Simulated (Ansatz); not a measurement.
A structure relaxed at PBE0-D4/def2-TZVP, charge 0, multiplicity 1:

| atom | x (Å) | y (Å) | z (Å) |
| --- | --- | --- | --- |
| F1 | 1.3425 | 1.9090 | 1.8530 |
| Al2 | 0.4669 | 0.8679 | 0.9342 |
| Si3 | -0.5135 | 0.0501 | -1.0076 |
| P4 | -0.4176 | -1.2458 | 0.9664 |
| H5 | 0.0657 | -0.5665 | -2.2297 |
| H6 | -1.9404 | 0.3978 | -1.2373 |
| H7 | 0.9964 | -1.4125 | 0.7210 |

Problem. Give its formula and SMILES.

Solution. AlFH3PSi, `[F][Al]1[SiH2][PH]1`.

Problem. Summarise the bond lengths by kind.

Solution. 1 × Al–F 1.642 Å; 1 × Al–Si 2.324 Å; 1 × Al–P 2.292 Å; 1 × P–Si 2.363 Å; 2 × H–Si 1.486 to 1.487 Å; 1 × H–P 1.445 Å.

All numbers were calculated with Ansatz.
